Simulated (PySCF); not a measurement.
From one molecule to another.

First species: C5H10Se.
Geometry (PBE0-D3(BJ)/def2-SVP, Å), atoms numbered from 1 in this order:
```xyz
16
C5H10Se angstrom
C      2.914    0.183    1.906
C      1.631   -0.134    1.717
Se     1.035   -1.672    0.791
C     -0.693   -0.962    0.225
C     -0.611    0.093   -0.864
C     -1.982    0.606   -1.280
H      3.189    1.043    2.522
H      3.729   -0.402    1.469
H      0.830    0.471    2.159
H     -1.260   -1.844   -0.113
H     -1.203   -0.579    1.124
H      0.013    0.930   -0.508
H     -0.080   -0.329   -1.733
H     -2.615   -0.208   -1.670
H     -2.516    1.063   -0.431
H     -1.899    1.369   -2.069
```

Second species: PhCH2CH2F, C8H9F.
InChI=1S/C8H9F/c9-7-6-8-4-2-1-3-5-8/h1-5H,6-7H2

Levels: CAM-B3LYP/def2-SVPD for dipole moment, HOMO energy, LUMO energy, HOMO–LUMO gap, static isotropic polarisability and electronic spatial extent ⟨r²⟩ about the centre of nuclear charge; TDDFT CAM-B3LYP/def2-SVPD for lowest singlet excitation; TDA CAM-B3LYP/def2-SVPD for lowest triplet excitation (Tamm–Dancoff); ΔSCF CAM-B3LYP/def2-SVPD for vertical ionisation energy; PBE0-D3(BJ)/def2-SVP for rotational constant A and rotational constant C. Geometries: PBE0-D3(BJ)/def2-SVP. All species are isolated and taken at one optimised geometry, non-relativistic unless stated; the electronic structure was computed with PySCF and density fitting.

Dipoles, sizes and rotational constants follow the conformer. The torsions of the flexible species, by atom-mapped SMILES:
- `[CH2:1]=[CH:2][Se:3][CH2:4][CH2:5][CH3:6]`: C1–C2–Se3–C4 -154°, C2–Se3–C4–C5 72°, Se3–C4–C5–C6 179°
- `[F:1][CH2:2][CH2:3][c:4]1[cH:5][cH:6][cH:7][cH:8][cH:9]1`: F1–C2–C3–C4 -179°, C2–C3–C4–C5 87°

(1) Which of the two has the higher T1 energy, and by how much?

(2) Which of the two has the higher dipole moment, and by how much?

(3) Which of the two has the higher S1 energy, and by how much?

(4) Which of the two has the higher vertical ionisation energy, and by how much?

(5) Which of the two has the higher static isotropic polarisability, and by how much?

(6) Which of the two has the higher HOMO–LUMO gap, and by how much?

(7) Which of the two has the higher LUMO energy, and by how much?

(8) Which has the higher HOMO energy?

Answers

(1) The second: 4.06 eV against 3.73 eV, a difference of 0.33 eV.

(2) The second: 1.92 D against 1.57 D, a difference of 0.35 D.

(3) The second: 5.42 eV against 4.67 eV, a difference of 0.75 eV.

(4) The second: 9.16 eV against 8.03 eV, a difference of 1.13 eV.

(5) The first: 93.2 au against 92.6 au, a difference of 0.6 au.

(6) The second: 9.11 eV against 8.05 eV, a difference of 1.06 eV.

(7) The first: 0.81 eV against 0.62 eV, a difference of 0.19 eV.

(8) The first: -7.24 eV against -8.49 eV, a difference of 1.25 eV.

On the first: No computed singlet falls in the visible range (750 to 380 nm, 1.65 to 3.26 eV); S1 lies 1.41 eV above its blue end. The principal polarisabilities are 73.8, 85.4 and 120.4 au; their mean is the isotropic value. The calculation is non-relativistic and has no spin–orbit coupling, an omission that weighs most on selenium.

On the second: S1 lies 3.69 eV below the HOMO–LUMO gap. The principal polarisabilities are 64.0, 96.5 and 117.4 au; their mean is the isotropic value.
